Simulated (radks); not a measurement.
Values are calculated unless marked as measured or tabulated.
Initial-state core-level shifts of the silver ion Ag3+ when its valence configuration changes from [Kr] 4d8. Level of theory: Dirac Kohn-Sham, BLYP, spin-unpolarised, spherical densities, point nucleus; open shells fill j = l - 1/2 first (a radial shooting solver on a logarithmic mesh with Libxc functionals). Shifts are changes of the shell-averaged eigenvalues in eV (positive: less bound).

valence,1s,2s,3p,4s
4d7.5 5p0.5,-3.538,-3.729,-3.632,-3.249
4d6 5s2,-12.439,-13.301,-12.769,-10.992
4d7.5 5s0.5,-2.970,-3.166,-3.059,-2.683
4d7 5p1,-7.157,-7.555,-7.343,-6.528
4d6 5p2,-14.598,-15.459,-14.965,-13.132
4d6.5 5p1.5,-10.845,-11.467,-11.123,-9.824
4d7 5s1,-6.038,-6.443,-6.212,-5.415
4d4.5 5p3.5,-26.580,-28.219,-27.149,-23.385
4d6 5s1 5p1,-13.531,-14.391,-13.878,-12.073
